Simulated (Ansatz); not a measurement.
Saddle point of GaSiH4ClO, closed shell (GaSiH₂ClO ([Cl][Ga]1[O][SiH2]1) + H₂ → SiH₄O ([OH][SiH3]) + GaCl; bonds formed: Si2–H8, O3–H4; bonds broken: Ga1–Si2, Ga1–O3, H4–H8), PBE0-D4/def2-TZVP structure:

Ga1  (-1.184, 0.656, -1.307)
Si2  (0.840, -0.051, -0.019)
O3  (-0.718, -0.185, 0.526)
H4  (0.125, -0.649, 1.448)
Cl5  (-3.317, 0.920, -1.543)
H6  (1.494, -1.105, -0.818)
H7  (1.646, 1.168, 0.180)
H8  (1.115, -0.754, 1.533)
(Å)

Energies are electronic, without zero-point energy. Barriers and step energies count from the start structure reached by relaxing down the imaginary mode; all methods use the PBE0-D4 structures, on which another method's saddle can fall below an end. Program: Ansatz 0.2.0. Basis: def2-TZVPP, with def2-QZVPP for the basis limit. Cores are frozen in the correlated methods. Filled d shells of the heavier atoms are correlated. The def2 sets are not built for correlating such inner shells, so the correlated values are less sure here. B3LYP uses VWN-RPA correlation. Extrapolation: Hartree–Fock as exp(−7.88 √X), correlation as X^−2.97.

| method | barrier (kJ/mol) | step energy (kJ/mol) |
| --- | --- | --- |
| SPW92 | 25.4 | -152.4 |
| PBE-D4 | 53.2 | -153.1 |
| BLYP-D4 | 67.9 | -175.2 |
| r2SCAN-D4 | 68.3 | -145.8 |
| B97M-V | 77.7 | -157.1 |
| PBE0-D4 | ? | -165.4 |
| B3LYP-D4 | 75.1 | -183.8 |
| r2SCAN0-D4 | ? | -160.6 |
| BHLYP-D4 | ? | -197.3 |
| CAM-B3LYP-D4 | 78.4 | -186.5 |
| wB97X-V | 84.8 | -168.1 |
| wB97M-V | 77.6 | -176.2 |
| B2PLYP | 82.2 | -168.5 |
| PBE-QIDH | 79.2 | -157.7 |
| RPA on PBE | 91.4 | -157.4 |
| HF | 129.7 | -213.0 |
| MP2 | 86.6 | -146.3 |
| CCSD | 95.8 | -170.0 |
| CCSD(T) | 89.3 | -158.0 |

Q: Fill in the withheld barriers. (To be estimated.)

A: Computed: BHLYP-D4 89.8; r2SCAN0-D4 74.5; PBE0-D4 65.0 kJ/mol. Each is the energy of the saddle less that of the start structure, by the same method.

For comparison, the barrier by CCSD(T) at an estimated basis limit (MP2 extrapolated from triple and quadruple zeta, plus CCSD(T) − MP2 in triple zeta) is 85.7 kJ/mol.

No T1 diagnostic of these runs exceeds 0.016.

Labels in which every atom is bracketed show which atoms are joined, not bond orders.

For scale, one of the runs: CCSD(T)/def2-TZVPP, 219 basis functions, launched by `ansatz run in.yaml --threads 4 --pin off --events-out ev --progress --plain --max-ram 9574MiB`. Hardware: 4 CPU threads of an Intel Xeon 6975P-C, shared host. Wall time 23 s; peak host memory 3.4 GiB.
